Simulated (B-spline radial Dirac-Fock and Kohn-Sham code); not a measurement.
# Muonic isotope shifts in indium

Level of theory: the Dirac equation of a negative muon with reduced mass in the field of a spherical finite nucleus, with the Uehling potential to all orders; nuclear polarisation, deformation, hyperfine structure, self-energy, higher-order vacuum polarisation, relativistic recoil and electron screening are left out; a radial atomic solver. Nuclear charge: Fermi distribution (skin thickness 2.3 fm); radii from Angeli and Marinova (2013). Reference ¹¹⁶In, radius 4.6211 fm: 2p3/2 → 1s1/2 3363 keV, 3d5/2 → 2p3/2 943.8 keV.

```
  A  radius (fm)  δ⟨r²⟩ (fm²)  shift 2p3/2 → 1s (keV)  shift 3d5/2 → 2p3/2 (keV)
104       4.5184       -0.939                  +38.74                      +0.64
105       4.5311       -0.824                  +33.91                      +0.56
106       4.5375       -0.766                  +31.49                      +0.53
107       4.5494       -0.658                  +26.98                      +0.45
108       4.5571       -0.587                  +24.07                      +0.40
109       4.5685       -0.483                  +19.76                      +0.33
110       4.5742       -0.431                  +17.61                      +0.30
111       4.5856       -0.327                  +13.31                      +0.22
112       4.5907       -0.280                  +11.40                      +0.19
113        4.601       -0.185                   +7.53                      +0.12
114       4.6056       -0.143                   +5.81                      +0.10
115       4.6156       -0.051                   +2.06                      +0.03
117       4.6292       +0.075                   -3.03                      -0.05
118       4.6335       +0.115                   -4.63                      -0.08
119       4.6407       +0.182                   -7.32                      -0.12
120       4.6443       +0.215                   -8.66                      -0.14
121       4.6505       +0.273                  -10.97                      -0.18
122       4.6534       +0.300                  -12.04                      -0.20
123       4.6594       +0.355                  -14.27                      -0.24
124       4.6625       +0.384                  -15.42                      -0.25
125        4.667       +0.426                  -17.09                      -0.28
126       4.6702       +0.456                  -18.27                      -0.30
127       4.6733       +0.485                  -19.42                      -0.31
```

Values without a named source are computed, but for edge energies of neutral atoms, which are taken from tables.
